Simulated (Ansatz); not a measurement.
System: CSi, charge 0, triplet. CSi (SMILES [C]=[Si], triplet).
B3LYP-D3(BJ)/def2-TZVP minimum from Ansatz (an electronic-structure program):
```
Si
C 1 1.7136
```
Charge 0, spin multiplicity 3.

Total energies in cc-pV(Q+d)Z, 8 correlated electrons, 6 frozen orbitals. UHF or UKS for unpaired electrons; spin-orbit terms are left out. Correlated methods leave the cores frozen. No relativity. The UHF reference of CSi ([C]=[Si], triplet) is spin-contaminated (<S^2> up to 0.53 over the pure value in the sets run).

| method | program | energy (Eh) | minus CCSDT(Q) (mEh) |
|---|---|---|---|
| HF | Ansatz | -326.65029 | 235.30 |
| MP2 | Ansatz | -326.82438 | 61.21 |
| CCSD | Ansatz | -326.86650 | 19.09 |
| CCSD(T) | Ansatz | -326.88091 | 4.68 |
| CCSDT(Q) | Ansatz | -326.88559 | 0.00 |

Rough core times of Ansatz's runs on a shared machine: CCSD(T) 3 min, CCSDT(Q) 20 min.
